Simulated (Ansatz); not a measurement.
Computed with Ansatz on PBE0-D4/def2-TZVP structures; ΔE is electronic, products minus reactants. CBS: MP2 limit from def2 TZ/QZ plus the TZ coupled-cluster correction, frozen cores. DFT in def2-TZVPP. HSE06 is defined as in plane-wave codes. For Br, Ge outer-core shells are correlated without core-valence functions, which leaves a few kJ/mol of doubt a bond. Scalar relativity is left out up to krypton.

`CC(Cl)Br` + `[SH][GeH3]` → `C[S][GeH3]` + `ClCBr`  (substitution at a C–C bond)

```tsv
level	ΔE (kcal/mol)
BLYP-D4	5.8
BLYP	5.4
HSE06	6.3
MP2/def2-TZVPP	7.9
```

Problem. What does CCSD(T)/CBS give? (An estimate is asked.)

Solution. Computed: +7.2 kcal/mol. The listed levels differ from it by -1.4, -1.8, -0.9, 0.7 kcal/mol.

Problem. What do rigid-rotor, harmonic-oscillator terms from PBE0-D4/def2-TZVP frequencies (298.15 K, 1 bar) make of the CCSD(T)/CBS value? (Estimate.)

Solution. The calculation gave: ΔZPE = +1.1 kcal/mol, ΔH = +8.4 kcal/mol, ΔS = 10 J/(mol·K), ΔG = +7.7 kcal/mol.

Largest T1 diagnostic among the species: 0.011.

Leaving LDA and LC-ωPBE aside and taking each functional with its dispersion term where it has one, the values, not all of them listed here, spread over 1.8 kcal/mol, from revPBE-D4 to B97M-V. LDA lies +2.3 kcal/mol from PBE without D4. In def2-TZVPP, CCSD(T) changes the Hartree–Fock value by +1.1 kcal/mol (the triples alone add +0.0 kcal/mol) and MP2 by +1.3 kcal/mol. From BLYP to BHLYP (50 % exact exchange), in def2-TZVPP and without D4, ΔE moves by +1.2 kcal/mol.
